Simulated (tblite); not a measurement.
A tight-binding relaxation on `CC#C[Si@@H]1O[CH2][Ge@@H]1[GeH3]`.

Computed with GFN2-xTB geometry optimisation, gas phase (tblite 0.8.0). Start geometry: from a force field or distance geometry. The command runs a driver script over a list of jobs; the input below is this job's line of settings and its coordinates in Å.

Command:
```bash
OMP_NUM_THREADS=1 python probes_run.py task.json out
```

Input:
```
{"job": {"kind": "relax", "xc": "GFN2-xTB", "basis": "xTB"}, "charge": 0, "multiplicity": 1}
C     -3.276900    -1.573100    -0.656500
C     -2.301600    -0.651100    -0.046200
C     -1.504800     0.090800     0.456600
Si    -0.357600     1.248400     1.195800
O      0.097800     2.512400     0.159000
C      0.747700     1.703700    -0.767800
Ge     1.835600     1.026800     0.677200
Ge     2.740500    -1.076300     0.204400
H     -3.010100    -1.743200    -1.720400
H     -4.302100    -1.083000    -0.648400
H     -3.320900    -2.557200    -0.171200
H     -0.620600     1.617100     2.587000
H      1.393300     2.236300    -1.462700
H      0.158000     0.943800    -1.295500
H      2.728000     2.063000     1.399000
H      3.666000    -0.968600    -1.045100
H      3.663000    -1.652600     1.316800
H      1.655900    -2.130900    -0.193600
```

Output:
```
step      E/eV     max force
  0    -631.53109    2.623
  1    -631.92181    1.662
  2    -632.12072    5.342
  3    -632.30108    3.117
  4    -632.41474    1.602
  5    -632.52623    0.520
  6    -632.58256    0.890
  7    -632.66695    0.897
  8    -632.75343    0.657
  9    -632.82107    0.544
... (90 lines left out)
100    -633.20281    0.027
101    -633.20292    0.026
102    -633.20304    0.028
103    -633.20315    0.031
104    -633.20323    0.022
105    -633.20329    0.018
106    -633.20334    0.019
107    -633.20337    0.011
108    -633.20339    0.013
109    -633.20341    0.010
```

«max force» is the largest atomic force in eV/Å.

Question: From which step on does the largest force stay under 0.1 eV/Å, and how much energy is left to gain from there?

Answer: From step 76 (0.096 eV/Å), 12.0 meV above the end.

Main results: energy lowered by 38.6 kcal/mol over 109 steps; largest atomic force 0.010 eV/Å at the end.

Question: How long does this job take on an Arm Neoverse N1 with one thread, on a shared host?

Answer: About 2.0 s.
Labels such as C1 count atoms from 1, the log's own numbers from 0.
